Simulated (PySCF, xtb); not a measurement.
CH6F2Si3, SMILES F[Si@@H]1C[Si@H](F)[SiH2]1.

xtb with GFN2-xTB at its own geometry gives an orbital gap of 3.50 eV and a dipole moment of 3.13 D.

Geometry: PBE0-D3(BJ)/def2-SVP. The structure was generated by enumeration; whether it is a known compound was not checked.

### Question
What does PBE0/def2-TZVP in PySCF give? (An estimate is asked for; the answer gives what the named calculation found.)

### Answer
gap 6.24 eV (levels -7.51 and -1.27 eV), dipole 2.74 D.
